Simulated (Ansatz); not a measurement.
`CC(C)[SiH2]Cl` → `CC(C)[Si]Cl` + H₂ at 298.15 K and 1 bar (silylene formation by 1,1-elimination).

Program: Ansatz. Geometries: PBE0-D4/def2-TZVP. ΔE: electronic, gas phase. CBS: MP2 limit from def2 TZ/QZ plus the TZ coupled-cluster correction, frozen cores. This one scheme is used for every species. Each species was taken in one conformer, which may not be the lowest.

| species | CCSD(T)/CBS energy (Eh) | H − E (kJ/mol) | S (J/(mol·K)) |
| --- | --- | --- | --- |
| `CC(C)[SiH2]Cl` | -868.49382 | 317.6 | 357.4 |
| `CC(C)[Si]Cl` | -867.23764 | 269.9 | 359.2 |
| H₂ | -1.17544 | 35.1 | 130.4 |

H − E and S are ideal-gas, rigid-rotor, harmonic terms from PBE0-D4/def2-TZVP, for one conformer and one mirror image of each species. The MP2-based limit puts H₂ 0.8 mEh under its directly extrapolated value; such offsets cancel only in part. 1 Eh = 2625.50 kJ/mol, R = 8.31446 J/(mol·K).

Task: By hand: ΔE, ΔH, ΔS and ΔG.

Result: ΔE = (-867.23764) + (-1.17544) − (-868.49382) = 0.08074 Eh = 212.0 kJ/mol. Δ(H − E) = 269.9 + 35.1 − 317.6 = -12.6, so ΔH = 199.4 kJ/mol. ΔS = 359.2 + 130.4 − 357.4 = 132.2 J/(mol·K). ΔG = 199.4 − 298.15 × (132.2)/1000 = 160.0 kJ/mol.

Task: By hand: the equilibrium constant, and the temperature at which ΔG would vanish if ΔH and ΔS stayed fixed.

Result: log₁₀ K = −ΔG/(RT ln 10) = -28.0. ΔG = 0 at ΔH/ΔS = 1508 K.

The number of gas molecules changes by +1, which sets the sign of ΔS. A doubt of 5 kJ/mol in ΔE shifts log₁₀ K by 0.9 here. Other conformers and mirror images would add mixing entropy, several J/(mol·K) or more a flexible species. Modes under 60 cm⁻¹, often nearly free rotors, make the harmonic entropy too high. These are equilibria of isolated gas molecules and say nothing of rates. Largest T1 diagnostic: 0.011 (customary marks: 0.02 for closed shells, 0.045 for open ones).
